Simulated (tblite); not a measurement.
C8H9N.
Atom-mapped SMILES: `[CH2:1]=[CH:2]/[CH:3]=[CH:4]/[CH:5]=[CH:6]/[CH2:7][C:8]#[N:9]` (hydrogens: H10, H11 on C1; H12 on C2; H13 on C3; H14 on C4; H15 on C5; H16 on C6; H17, H18 on C7)

Computed with GFN2-xTB (tblite), gas phase: Langevin dynamics at 200 K from the optimised GFN2-xTB geometry, time step 0.5 fs, friction 0.01 fs⁻¹, 2000 steps. The instantaneous temperature is 2·E(kin)/(3Nk) with all 3N coordinates.

```
t (fs)  T (K)  E(pot) above start (eV)  C1=C2 (Å)  C2–C3 (Å)  C3=C4 (Å)  C4–C5 (Å)  C5=C6 (Å)  C1–H10 (Å)  C1–C2–C3–C4 (°)
     0    170                    0.000      1.332      1.438      1.344      1.436      1.334       1.076              180
    50    128                    0.194      1.335      1.443      1.334      1.425      1.331       1.087             -179
   100    146                    0.286      1.339      1.442      1.363      1.465      1.340       1.077             -165
   150    148                    0.347      1.343      1.439      1.333      1.476      1.349       1.079             -171
   200    186                    0.469      1.359      1.386      1.334      1.430      1.334       1.059              177
   250    189                    0.397      1.314      1.417      1.337      1.434      1.350       1.080             -174
   300    234                    0.404      1.355      1.459      1.342      1.460      1.364       1.086             -177
   350    173                    0.585      1.334      1.449      1.322      1.452      1.332       1.054              169
   400    253                    0.457      1.304      1.445      1.390      1.432      1.321       1.121              175
   450    226                    0.418      1.331      1.400      1.311      1.434      1.336       1.056             -167
   500    225                    0.228      1.316      1.435      1.342      1.435      1.341       1.057             -177
   550    134                    0.386      1.345      1.446      1.351      1.461      1.330       1.087             -179
   600    172                    0.401      1.318      1.417      1.331      1.443      1.347       1.085             -175
   650    148                    0.366      1.344      1.405      1.355      1.436      1.328       1.101             -175
   700    129                    0.430      1.320      1.470      1.320      1.442      1.350       1.044             -166
   750    167                    0.359      1.340      1.464      1.366      1.459      1.343       1.100             -175
   800    156                    0.463      1.354      1.450      1.340      1.453      1.328       1.099              164
   850    158                    0.334      1.326      1.444      1.337      1.411      1.360       1.065              155
   900    157                    0.409      1.351      1.411      1.357      1.463      1.305       1.121             -170
   950    189                    0.289      1.337      1.445      1.325      1.458      1.340       1.079             -169
  1000    211                    0.363      1.337      1.448      1.363      1.431      1.324       1.057              174
```

Task: From 500 fs on, how do temperature and potential energy compare with equipartition?

Result: The mean temperature of these 11 frames is 168 K against the target 200 K, and the mean potential energy 0.37 eV against 48 × kT/2 = 0.41 eV for 48 classical harmonic modes. For 18 atoms in a canonical ensemble the temperature itself scatters by T·√(2/(3N)) = 38 K; here its standard deviation is 29 K. The whole run lasts only 10 friction times of 100 fs, so these averages carry a wide statistical error.

Task: What are the kinetic and total energies of the listed frame with the highest potential energy?

Result: The one at 350 fs, 0.585 eV above the start. Its kinetic energy is 3NkT/2 = 0.403 eV at 173 K, so the sum is 0.99 eV; over the listed frames the sum runs from 0.39 to 1.05 eV, since the thermostat adds and removes energy.

Task: How much do the listed bonds fluctuate from 500 fs on?

Result: 
| bond | at the start (Å) | mean (Å) | standard deviation (Å) |
| --- | --- | --- | --- |
| C1=C2 | 1.332 | 1.335 | 0.013 |
| C2–C3 | 1.438 | 1.440 | 0.020 |
| C3=C4 | 1.344 | 1.344 | 0.015 |
| C4–C5 | 1.436 | 1.445 | 0.015 |
| C5=C6 | 1.334 | 1.336 | 0.014 |
| C1–H10 | 1.076 | 1.081 | 0.023 |

The motion is classical and holds no zero-point motion.

The cost below is that of the whole dynamics run. Time: 13 s; peak memory 0.18 GiB. Hardware: one thread, Arm Neoverse V1 (aarch64), on a shared host.
